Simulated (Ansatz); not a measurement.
Counterpoise correction, worked out

The pair of Li⁺ (SMILES [Li+], atom 1) and CH6Si (SMILES C[SiH3], atoms 2–9), both closed shells, in one local arrangement (a lower one may exist), relaxed at PBE0-D4/def2-TZVP:

```
9
angstrom
Li -1.7000 1.2683 -1.8096
C -0.4001 0.2990 -0.4257
Si 0.7703 -0.5751 0.8198
H -1.3918 -0.1524 -0.2845
H 0.0123 0.1029 -1.4249
H -0.3838 1.3665 -0.1665
H 0.2262 -0.3184 2.1705
H 2.1101 0.0237 0.6393
H 0.7567 -2.0144 0.4814
```

Computed with Ansatz 0.2.0 (basis: def2-TZVPPD); correlated methods freeze the cores. The outer core shell of Li, Na, Mg and K is correlated.

CCSD(T) total energies in eV:

| system | geometry | basis functions | energy |
| --- | --- | --- | --- |
| pair | pair | all | -9197.08369 |
| Li⁺ | as in the pair | all (partner as ghosts) | -197.84856 |
| CH6Si | as in the pair | all (partner as ghosts) | -8998.47810 |
| Li⁺ | as in the pair | its own | -197.84251 |
| CH6Si | as in the pair | its own | -8998.47185 |
| Li⁺ | free (PBE0-D4 minimum) | its own | -197.84251 |
| CH6Si | free (PBE0-D4 minimum) | its own | -8998.57845 |

(1) Work out the interaction energy with and without the counterpoise correction, the superposition error, and the binding energy from the relaxed fragments.

The T1 diagnostic stays at or below 0.010.

## Answers

(1) Without correction: -9197.08369 − (-197.84251) − (-8998.47185) = -0.76933 eV.
With correction (each fragment in the whole basis): -9197.08369 − (-197.84856) − (-8998.47810) = -0.75703 eV = -17.46 kcal/mol.
The superposition error is the difference, 0.01230 eV, 2 % of the uncorrected value: each fragment borrows its partner's functions.
Deformation from the free shapes: 0.00000 eV for Li⁺ and 0.10660 eV for CH6Si.
Binding energy from relaxed fragments: -0.75703 + 0.00000 + 0.10660 = -0.65043 eV = -15.00 kcal/mol (electronic, without zero-point energy; negative means bound). For comparison, the corrected interaction energy by CCSD(T) at an estimated basis limit (MP2 extrapolated from triple and quadruple zeta, plus CCSD(T) − MP2 in triple zeta) is -0.786 eV; triple zeta with the correction binds less.

For scale, one of the runs: CCSD(T)/def2-TZVPPD, 209 basis functions, launched by `ansatz run in.yaml --threads 2 --pin off --events-out ev --progress --plain --max-ram 5222MiB`. The run took 38 s on 2 CPU threads of an Arm Neoverse V1 (shared host), with 2.7 GiB of host memory at its peak.
